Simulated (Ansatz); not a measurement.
Reactions of AlClH5NSi (`[AlH2][NH][SiH2]Cl`).

Gas-phase electronic energies from Ansatz, PBE0-D4/def2-TZVP geometries. CCSD(T)/CBS adds triple-zeta CCSD(T) − MP2 to the extrapolated MP2 energy (def2 sets, frozen cores). This one scheme is used for every species. DFT in def2-TZVPP. def2 core potentials past Kr. For Ge, I outer-core shells are correlated without core-valence functions, which leaves a few kJ/mol of doubt a bond. Scalar relativity is left out up to krypton. Each species was taken in one conformer, which may not be the lowest.

| reaction | r2SCAN-D4 (kJ/mol) | PBE-D4 (kJ/mol) | MP2/CBS(def2) (kJ/mol) | B2PLYP (kJ/mol) |
| --- | --- | --- | --- | --- |
| `[AlH2][NH][SiH2]Cl` + `CO[SiH2]S` → `CO[SiH2]S[SiH2]Cl` + `[NH2][AlH2]` | -4 | -11 | -5 | 6 |
| `[AlH2][NH][SiH2]Cl` + `[CH3][AlH][O][SiH2]C` → `C[SiH2]O[SiH2]Cl` + `[CH3][AlH][NH][AlH2]` | 13 | 13 | 13 | 15 |
| `[AlH2][NH][SiH2]Cl` + `[NH2][GeH3]` → `Cl[SiH2][NH][GeH3]` + `[NH2][AlH2]` | -6 | -6 | -7 | -6 |
| `[AlH2][NH][SiH2]Cl` + `[NH2][GeH2][Cl]` → `Cl[SiH2][NH][GeH2][Cl]` + `[NH2][AlH2]` | 3 | 3 | 0 | 3 |
| `[AlH2][NH][SiH2]Cl` + `OB1CS1` → `O[SiH2][NH][AlH2]` + `ClB1CS1` | 38 | 41 | 35 | 37 |
| `[AlH2][NH][SiH2]Cl` + `CNC(C)=O` → `CNC(=O)[SiH2]Cl` + `C[NH][AlH2]` | 140 | 124 | 149 | 140 |
| `[AlH2][NH][SiH2]Cl` + `SS` → `SS[SiH2]Cl` + `[NH2][AlH2]` | 4 | -3 | 3 | 10 |
| `[AlH2][NH][SiH2]Cl` + `CC([SiH3])I` → `[AlH2][NH][SiH2][SiH3]` + `CC(Cl)I` | 172 | 155 | 191 | 177 |
| `[AlH2][NH][SiH2]Cl` + `CCC(C)O` → `CC[CH](O)[AlH2]` + `CN[SiH2]Cl` | 193 | 177 | 199 | 191 |
| `[AlH2][NH][SiH2]Cl` + `C[BH][AlH][SiH2]C` → `C[BH][AlH][AlH2]` + `C[SiH2]N[SiH2]Cl` | 46 | 43 | 47 | 46 |

Question: Give the CCSD(T)/CBS values in the same order. (Best estimate.)

Answer: The calculation gave: -1, 13, -7, 1, 37, 144, 7, 180, 194, 43 kJ/mol.

Largest T1 diagnostic: 0.015, for `CNC(=O)[SiH2]Cl`.
